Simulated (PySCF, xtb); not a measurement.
CH9FN2Si2, SMILES [Si@@H](N[SiH3])(F)NC. The values are those of a single conformer.

Harmonic wavenumbers (cm⁻¹) from GFN2-xTB run with xtb at its own minimum, in rising order: 39, 72, 97, 131, 150, 167, 230, 275, 323, 355, 530, 569, 580, 663, 702, 718, 759, 794, 800, 835, 840, 1000, 1067, 1114, 1171, 1200, 1371, 1421, 1490, 1503, 2223, 2241, 2260, 2328, 2914, 2971, 3034, 3451, 3471.

Problem. What does PySCF with B3LYP-D3(BJ)/def2-SVP give at its own minimum? (Estimate from the structure and the level; the computed values follow.)

Solution. 54, 70, 91, 137, 159, 181, 267, 347, 362, 449, 494, 610, 727, 754, 804, 839, 886, 913, 940, 947, 967, 1009, 1098, 1144, 1159, 1204, 1403, 1452, 1472, 1501, 2203, 2214, 2244, 2262, 2985, 3045, 3107, 3555, 3595. Paired by order, the mean absolute difference is 56 cm⁻¹ and the zero-point energies are 65.6 and 68.1 kcal/mol.
